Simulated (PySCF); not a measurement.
## Simulated absorption spectrum

Species: C5H2FNS.
Numbering: `[CH:1]#[C:2][c:3]1[n:4][cH:5][c:6]([F:7])[s:8]1` (hydrogens: H9 on C1; H10 on C5)

Level of theory: PySCF 2.14.0, density-fitted response routines, TDDFT B3LYP/def2-SVPD, vertical, gas phase, core orbitals frozen in the response. Isolated species at its GFN2-xTB geometry, gas phase.

Broadening: Gaussians 0.3 eV wide at half height, area fixed by f = 4.319×10⁻⁹ ∫ε dν̃. The cross-section is σ = 3.8235×10⁻²¹ ε cm², given in Mb (10⁻¹⁸ cm²). The width is an assumption, not a result. The curve ends short of the highest state used, and states not computed would add to its high-energy end.

λ (nm), σ (Mb) and a bar:
```
    215.9       7.10 ##
    219.6       4.53 ##
    223.3       1.71 #
    227.0       0.42 
    230.7       0.11 
    234.4       0.07 
    238.1       0.06 
    241.8       0.05 
    245.5       0.11 
    249.2       0.58 
    252.9       2.87 #
    256.6      10.32 ####
    260.3      26.92 ##########
    264.0      51.89 ##################
    267.7      75.52 ###########################
    271.4      84.83 ##############################
    275.1      75.03 ###########################
    278.8      53.26 ###################
    282.5      30.86 ###########
    286.1      15.17 #####
    289.8       6.16 ##
    293.5       2.14 #
    297.2       0.64 
    300.9       0.17
```

Task: Locate the maxima and give the states behind the curve.

Result: 271 nm (4.57 eV), ε about 22000, made up of S1 (100%) (ε in L mol⁻¹ cm⁻¹; maxima over ε = 5, shares over 10%). At its high-energy end, 5.74 eV, the curve is still rising (ε about 1800, from S6). The states used: S1 4.57 eV (f 0.247); S2 4.86 eV (f 0.0001); S3 4.92 eV (f 0.0000); S4 5.26 eV (f 0.0002); S5 5.69 eV (f 0.0004); S6 5.77 eV (f 0.021); S7 6.25 eV (f 0.025); S8 6.34 eV (f 0.0084).

Task: What would ε be at 4.57 eV, the highest of these maxima, with half the width (0.15 eV)?

Result: About 44400 L mol⁻¹ cm⁻¹ against 22200, a factor of about 2.00; a lone state at its own centre would give exactly 2.

Task: Coming from long wavelengths, where does ε first pass 100 L mol⁻¹ cm⁻¹?

Result: At about 299 nm (4.15 eV), 0.42 eV below S1.

Task: On this curve, what absorbance would a 10⁻³ mol/L sample give at 266 nm over a 1 cm path?

Result: 266 nm is 4.661 eV, where ε is about 17000 L mol⁻¹ cm⁻¹, so A = ε c l ≈ 17 (Beer–Lambert, with the gas-phase spectrum and the assumed width).
